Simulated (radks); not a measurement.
Neutral samarium inside a hard spherical wall (all orbitals vanish at R), configuration held at [Xe] 4f6 6s2 and not refilled when levels cross. Calculated with a radial shooting solver on a logarithmic mesh with Libxc functionals: scalar-relativistic Kohn-Sham, LDA (Slater exchange, VWN5 correlation), spin-unpolarised, spherical densities, finite nucleus; Fermi nuclear charge, rms radius 5.0819 fm. Eigenvalues in eV, with the zero of energy where the potential of the charges vanishes at infinity; a dash marks a level that is unbound or too diffuse for the functional's potential to be trusted. A positive occupied level is held by the wall or, in an anion where self-interaction has pushed it up, behind a barrier. The pressure on the wall is -dE/dV.

R (bohr),E (hartree),kinetic (hartree),e(5s),e(5p),e(6s),e(4f),"e(5d, empty)","e(6p, empty)",pressure (GPa)
free,-10419.3423,11133.410,-43.391,-23.329,-3.720,-2.674,-1.834,-1.254,0
20,-10419.3423,11133.410,-43.391,-23.329,-3.720,-2.674,-1.834,-1.253,< 0.0001
15,-10419.3423,11133.410,-43.389,-23.327,-3.718,-2.671,-1.831,-1.238,0.000225
8,-10419.3223,11133.541,-42.659,-22.611,-3.036,-1.952,-1.153,0.119,0.672
7,-10419.2922,11133.690,-42.038,-22.010,-2.302,-1.333,-0.541,1.353,2.20
6,-10419.2157,11134.018,-40.979,-20.996,-0.737,-0.254,0.588,3.825,7.75
5,-10419.0068,11134.830,-39.106,-19.230,2.903,1.734,2.814,9.211,32.1
3,-10415.3644,11148.390,-24.450,-4.151,47.221,19.166,24.121,64.604,1610
2.5,-10410.1648,11166.185,-10.455,11.908,95.795,35.118,46.117,119.72,6170
2,-10395.0762,11213.575,24.050,52.458,210.60,67.573,98.855,244.56,30000
